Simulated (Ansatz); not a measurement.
Basis-set extrapolation for C2H7O2Si (`CO[SiH]OC`) radical (PBE0-D4/def2-TZVP geometry, frozen core, Ansatz). Multiplicity 2, UHF reference.

```csv
,def2-TZVPP,def2-QZVPP
HF,-518.607196,-518.628241
MP2 correlation,-0.918920,-0.987703
CCSD(T) correlation,-0.994520,not run
```

Energies in hartree. Use E(X) = E(∞) + A·exp(−7.88·√X) for Hartree–Fock and E(X) = E(∞) + B·X^(−2.97) for correlation, with X = 3 and 4, and add CCSD(T) minus MP2 of the smaller set to the MP2 limit.

**Question.** What is the CCSD(T) energy at the basis-set limit?

**Answer.** HF limit: -518.628241 + (-0.021045) × 0.13774 = -518.63114. MP2 limit: -0.987703 + (-0.068783) × 0.74074 = -1.03865. Higher-order term: -0.994520 − (-0.918920) = -0.07560. Total: -519.74539 hartree, 3.91 eV below CCSD(T)/def2-TZVPP.
